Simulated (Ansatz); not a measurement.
One change: `C[SiH](Cl)C#CO` becomes `C[SiH](Cl)C#C[Si](F)(F)Cl`.

Ansatz, PBE0-D4/def2-TZVP geometries, multiplicity 1. Each molecule was computed in one conformer, which needn't be the lowest.

```tsv
property	`C[SiH](Cl)C#CO`
HOMO–LUMO gap (PBE/def2-TZVPP) / eV	5.32
HOMO–LUMO gap (ωB97M-V/def2-TZVPP) / eV	11.35
HOMO energy (ωB97M-V/def2-TZVPP) / eV	-9.76
size of the dipole moment (PBE/def2-TZVPP) / D	2.67
HOMO–LUMO gap (B3LYP/def2-TZVPP) / eV	6.94
HOMO energy (B3LYP/def2-TZVPP) / eV	-7.30
```

Problem. What does the change do to each property? (Estimate.)

Solution. The calculation gave: 
```json
{"property": "HOMO–LUMO gap (PBE/def2-TZVPP) / eV", "`C[SiH](Cl)C#C[Si](F)(F)Cl`": "5.17", "shift": "-0.15"}
{"property": "HOMO–LUMO gap (ωB97M-V/def2-TZVPP) / eV", "`C[SiH](Cl)C#C[Si](F)(F)Cl`": "11.55", "shift": "0.20"}
{"property": "HOMO energy (ωB97M-V/def2-TZVPP) / eV", "`C[SiH](Cl)C#C[Si](F)(F)Cl`": "-11.04", "shift": "-1.28"}
{"property": "size of the dipole moment (PBE/def2-TZVPP) / D", "`C[SiH](Cl)C#C[Si](F)(F)Cl`": "2.57", "shift": "-0.10"}
{"property": "HOMO–LUMO gap (B3LYP/def2-TZVPP) / eV", "`C[SiH](Cl)C#C[Si](F)(F)Cl`": "6.90", "shift": "-0.04"}
{"property": "HOMO energy (B3LYP/def2-TZVPP) / eV", "`C[SiH](Cl)C#C[Si](F)(F)Cl`": "-8.60", "shift": "-1.30"}
```

With PBE0 the HOMO falls by 1.31 eV and the LUMO falls by 1.52 eV, so the gap narrows by about 0.21 eV. PBE moves the HOMO by -1.29 eV and ωB97M-V by -1.28 eV. Dipoles are sizes alone; their direction can turn.

B3LYP here is the variant with VWN-RPA as its local correlation; programs differ in this.
